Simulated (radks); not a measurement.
Results of a calculation; reference values are marked as such.
Ionisation ladder of boron, from B to B4+. Each ion is in the ground configuration listed by NIST, and IE = E(next ion) - E(this ion), with E = 0 for the bare nucleus. Code: a radial shooting solver on a logarithmic mesh with Libxc functionals. Model: Dirac Kohn-Sham, PBE, spin-unpolarised, spherical densities, point nucleus; open shells fill j = l - 1/2 first.

| species | configuration | E (hartree) | IE, Delta-SCF (eV) | -e(HOMO) (eV) | HOMO | <r> HOMO (bohr) | IE, NIST (eV) | kind | error (eV) |
|---|---|---|---|---|---|---|---|---|---|
| B | [He] 2s2 2p1 | -24.60328 | 8.222 | 3.608 | 2p1/2 | 2.30 | 8.298 | exp. | -0.076 |
| B+ | [He] 2s2 | -24.30114 | 25.422 | 19.511 | 2s1/2 | 1.78 | 25.155 | exp. | +0.267 |
| B2+ | [He] 2s1 | -23.36689 | 37.495 | 31.475 | 2s1/2 | 1.64 | 37.931 | exp. | -0.436 |
| B3+ | [He] | -21.98899 | 265.52 | 231.38 | 1s1/2 | 0.326 | 259.37 | theory | +6.1 |
| B4+ | 1s1 | -12.23145 | 332.83 | 300.16 | 1s1/2 | 0.305 | 340.23 | theory | -7.4 |

Reference values: NIST Atomic Spectra Database (exp. = measured, semi-emp. = semi-empirical, theory = theoretical value adopted there). The ionisation energy per charge of the ion left behind rises most, in proportion, at B3+ ([He]), from 12.498 to 66.379 eV. Against the entries that are not theoretical the mean signed error is -0.3 % and the largest -1.1 %. Spin polarisation and multiplet splitting are left out, so open shells lie too high by an amount that depends on their filling.

Beside tabulated values, note that spin-unpolarised runs miss the spin-polarisation part of the exchange energy of open shells.
